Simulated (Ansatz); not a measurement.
Consider the isomerisation: `F[SiH2][SiH2]S` → `F[SiH]([SiH3])S`.

Computed with Ansatz on PBE0-D4/def2-TZVP structures; ΔE is electronic, products minus reactants. CBS: MP2 limit from def2 TZ/QZ plus the TZ coupled-cluster correction, frozen cores. DFT in def2-TZVPP. Each species was taken in one conformer, which may not be the lowest.

```csv
level,ΔE (kJ/mol)
PBE-D4,-18.3
r2SCANh-D4,-17.6
revPBE,-17.0
r2SCAN,-18.0
r2SCAN0,-16.9
HF/def2-TZVPP,-11.7
SCS-MP2/def2-TZVPP,-14.5
MP2/def2-QZVPP,-15.7
```

Question: What does CCSD(T)/CBS give? (Best estimate.)

Answer: Computed: -15.9 kJ/mol. The listed levels differ from it by -2.4, -1.7, -1.1, -2.1, -1.0, 4.2, 1.4, 0.2 kJ/mol.

Question: What do rigid-rotor, harmonic-oscillator terms from PBE0-D4/def2-TZVP frequencies (298.15 K, 1 bar) make of the CCSD(T)/CBS value? (Estimate.)

Answer: Computed: ΔZPE = -0.8 kJ/mol, ΔH = -16.5 kJ/mol, ΔS = -4 J/(mol·K), ΔG = -15.2 kJ/mol. Modes under 50 cm⁻¹ make the entropy rough.

Largest T1 diagnostic among the species: 0.013.

In def2-TZVPP, CCSD(T) changes the Hartree–Fock value by −4.7 kJ/mol (the triples alone add −1.0 kJ/mol) and MP2 by −4.3 kJ/mol. Leaving LDA and LC-ωPBE aside and taking each functional with its dispersion term where it has one, the values, not all of them listed here, spread over 3.5 kJ/mol, from B97M-V to BHLYP-D4. LDA lies −3.1 kJ/mol from PBE without D4.
